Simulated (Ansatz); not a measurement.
Input for Ansatz (an electronic-structure program): R-B3LYP/def2-TZVPP on BH4NO2 (SMILES NB(O)O), a point of a torsion scan.

Ansatz 0.2 input:
```yaml
crystal:
  periodic: [false, false, false]
  atoms:
    - {symbol: N, position_ang: [1.21229411, -0.12278511, -0.02552038]}
    - {symbol: B, position_ang: [-0.20872291, 0.04130645, -0.12346005]}
    - {symbol: O, position_ang: [-0.77633807, 1.10924844, -0.76165020]}
    - {symbol: O, position_ang: [-1.01130066, -0.98312372, 0.26782026]}
    - {symbol: H, position_ang: [1.77311209, 0.57955034, 0.42673250]}
    - {symbol: H, position_ang: [1.49175708, -1.02779503, 0.32258566]}
    - {symbol: H, position_ang: [-0.15621998, 1.76020727, -1.08341098]}
    - {symbol: H, position_ang: [-1.93013824, -0.84850555, 0.03762214]}
basis:
  gaussian:
    orbitals: def2-TZVPP
hamiltonian:
  xc: {name: B3LYP}
scf: {lower_state_search: off}
```

The head of its log:

```
WARN ansatz: RAYON_NUM_THREADS=1 ignored (pool sized by the plan → 1); use --threads N
Functional definition: B3LYP
these checks for a lower state are left out or cut short: stability, starts, cluster_reference, orbital_swaps, neighbouring_geometries, increment
integrals: 0.07 GiB planned
862 factors; their error is unknown
mean field: 0.70 GiB planned
mean field evaluation 1: about -6319.4121 eV, gradient 9.0e1 eV
mean field evaluation 2: about -6303.0276 eV, gradient 1.3e2 eV
```

**Question.** Give the final energy of this run.

**Answer.** -232.7190 hartree.
